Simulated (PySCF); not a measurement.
These compounds are isomers of formula C4H4N2O.

A. `C(=N\[H])/c1cocn1`
B. `InChI=1S/C4H4N2O/c7-3-4-1-2-5-6-4/h1-3H,(H,5,6)`
C. `Oc1ccnnc1`

Spectrum 1. ¹³C{¹H} NMR (computed): δ 191.4 (CH), 156.9 (C), 132.4 (CH), 112.9 (CH).

Spectrum 2. ¹³C{¹H} NMR (computed): δ 168.3 (CH), 154.6 (CH), 148.9 (C), 145.8 (CH).

Spectrum 3. ¹³C{¹H} NMR (computed): δ 160.8 (C), 154.8 (CH), 144.6 (CH), 115.0 (CH).

- couplings computed with B3LYP/pcJ-1 (spin–dipole term left out of most H,H and C,H couplings)
- σ from GIAO-PBE0/pcSseg-1
- structure optimised with GFN2-xTB
- program: PySCF 2.14.0 with density-fitted response routines
- fast rotation and ring inversion assumed for equivalent nuclei, no solvent model, non-relativistic Hamiltonian, one computed conformer

Shifts are taken against calculated references (same method and geometry level): ¹³C (σref 186.93) against TMS. Shifts are as computed. Against solution values, carbons near 30 ppm lie about +3 ppm off and those near 130 ppm about +5 ppm. Of 1211 compounds with measured shifts, 218 miss one by over three times the rms of a fit or turn the order of signals round; such compounds aren't used in these exercises.

Q: Which spectrum belongs to which compound?

A: 1–B, 2–A, 3–C.

- Spectrum 1 (B): 4 ¹³C signals; δC 191.4 is an aldehyde carbonyl carbon; δC 156.9 is a substituted aromatic carbon next to a ring nitrogen.
- Spectrum 2 (A): 4 ¹³C signals; δC 168.3 is a C=N carbon; δC 154.6 is an aromatic CH between two ring heteroatoms.
- Spectrum 3 (C): 4 ¹³C signals; δC 160.8 is an aromatic carbon bearing oxygen; δC 154.8 is an aromatic CH next to a ring nitrogen.
